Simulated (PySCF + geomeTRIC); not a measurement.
A geometry relaxed with PySCF + geomeTRIC with B3LYP-D3(BJ)/def2-TZVP, charge 0, multiplicity 1:

```xyz
6

F     -0.6650     1.2335    -0.9622
F     -1.5287    -1.1037    -0.3603
F     -0.8092     0.5455     1.4616
S      1.4342    -0.8570    -0.1218
Si    -0.4742     0.0073     0.0149
H      2.0533     0.2878     0.2214
```

**Question.** Write the SMILES of this molecule.

**Answer.** `F[Si](F)(F)S`
